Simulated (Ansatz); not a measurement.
Ansatz (a first-principles code) input:

Ansatz 0.2 input:
```yaml
crystal:
  periodic: [false, false, false]
  atoms:
    - {symbol: S, position_ang: [-1.25753170, -0.39590933, -0.07971616]}
    - {symbol: S, position_ang: [0.73035807, -0.20710780, 0.18359427]}
    - {symbol: O, position_ang: [1.23376538, 1.09580058, -0.14400845]}
    - {symbol: H, position_ang: [-1.43534504, 0.88186946, -0.50998220]}
basis:
  gaussian:
    orbitals: STO-3G
hamiltonian:
  xc: {name: PBE0}
total_charge: 1
```

**Question.** Predict the final energy.

**Answer.** -861.68244 Eh (PBE0/STO-3G). The basis has 24 functions.

It need not be the lowest isomer of its formula.
